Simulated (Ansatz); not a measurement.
Computed with Ansatz on PBE0-D4/def2-TZVP structures; ΔE is electronic, products minus reactants. CBS: MP2 limit from def2 TZ/QZ plus the TZ coupled-cluster correction, frozen cores. This one scheme is used for every species. Functionals use def2-TZVPP. No spin–orbit coupling; open shells (•) take unrestricted orbitals.

`CN([SiH3])[SiH3]` + `[CH3]`• → `CN([SiH2])[SiH3]`• + CH₄  (hydrogen abstraction from the Si–H bond)

Problem. Is it downhill or uphill in electronic energy at CCSD(T)/CBS, and by how much? (An estimate is asked.)

Solution. The calculation gave: Downhill: ΔE = -69.8 kJ/mol.

Problem. What do these levels give: PBE-D4, B97M-V, BHLYP-D4, CAM-B3LYP-D4, ωB97X-V, PBE, revPBE, r2SCANh, CAM-B3LYP, RPA@PBE/def2-TZVPP, CCSD/def2-TZVPP, SCS-MP2/def2-QZVPP? (Estimate.)

Solution. Computed: PBE-D4 -92.1, B97M-V -77.4, BHLYP-D4 -63.0, CAM-B3LYP-D4 -72.3, ωB97X-V -71.4, PBE -91.6, revPBE -86.9, r2SCANh -71.2, CAM-B3LYP -72.0, RPA@PBE/def2-TZVPP -70.6, CCSD/def2-TZVPP -64.8, SCS-MP2/def2-QZVPP -68.6 kJ/mol.

Largest T1 diagnostic among the species: 0.015.

From r2SCAN to r2SCAN0 (25 % exact exchange), in def2-TZVPP and without D4, ΔE moves by +4.9 kJ/mol. In def2-TZVPP, CCSD(T) changes the Hartree–Fock value by −33.6 kJ/mol (the triples alone add −4.8 kJ/mol) and MP2 by −39.2 kJ/mol. Leaving LDA and LC-ωPBE aside and taking each functional with its dispersion term where it has one, the values spread over 29.1 kJ/mol, from PBE-D4 to BHLYP-D4. LDA lies −17.9 kJ/mol from PBE without D4.
